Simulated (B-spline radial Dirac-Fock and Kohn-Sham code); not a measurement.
# Elastic scattering of 1.33 keV electrons by the Pd atom

Calculated with a radial finite-basis atomic code, using relativistic (Dirac) partial waves in the static field of the Dirac-Fock atom with Furness-McCarthy exchange, without polarisation or absorption potentials.

| θ (°) | dσ/dΩ (a₀²/sr) | Sherman function |
| --- | --- | --- |
| 5 | 43.0 | 0.000 |
| 10 | 14.0 | 0.000 |
| 15 | 4.50 | 0.000 |
| 20 | 1.90 | 0.002 |
| 25 | 1.08 | 0.004 |
| 30 | 0.703 | 0.005 |
| 35 | 0.474 | 0.003 |
| 40 | 0.329 | -0.002 |
| 45 | 0.237 | -0.010 |
| 50 | 0.178 | -0.019 |
| 55 | 0.140 | -0.025 |
| 60 | 0.115 | -0.026 |
| 65 | 0.0978 | -0.020 |
| 70 | 0.0861 | -0.008 |
| 75 | 0.0775 | 0.010 |
| 80 | 0.0702 | 0.029 |
| 85 | 0.0633 | 0.047 |
| 90 | 0.0558 | 0.064 |
| 95 | 0.0478 | 0.078 |
| 100 | 0.0395 | 0.086 |
| 105 | 0.0318 | 0.083 |
| 110 | 0.0259 | 0.059 |
| 115 | 0.0234 | 0.007 |
| 120 | 0.0259 | -0.051 |
| 125 | 0.0346 | -0.082 |
| 130 | 0.0506 | -0.084 |
| 135 | 0.0742 | -0.073 |
| 140 | 0.105 | -0.060 |
| 145 | 0.142 | -0.048 |
| 150 | 0.182 | -0.038 |
| 155 | 0.224 | -0.029 |
| 160 | 0.264 | -0.022 |
| 165 | 0.299 | -0.016 |
| 170 | 0.327 | -0.010 |
| 175 | 0.344 | -0.005 |

The total elastic cross section is 6.42 a₀², the first transport cross section 1.31 a₀² and the second, weighted with (3/2) sin²θ, 1.37 a₀². The mean deflection is ⟨1 − cos θ⟩ = 0.205, and 7.9 % of the collisions scatter beyond 90°.

On this grid of angles the cross section has a minimum near 115°, from interference among the few low partial waves with large phase shifts.
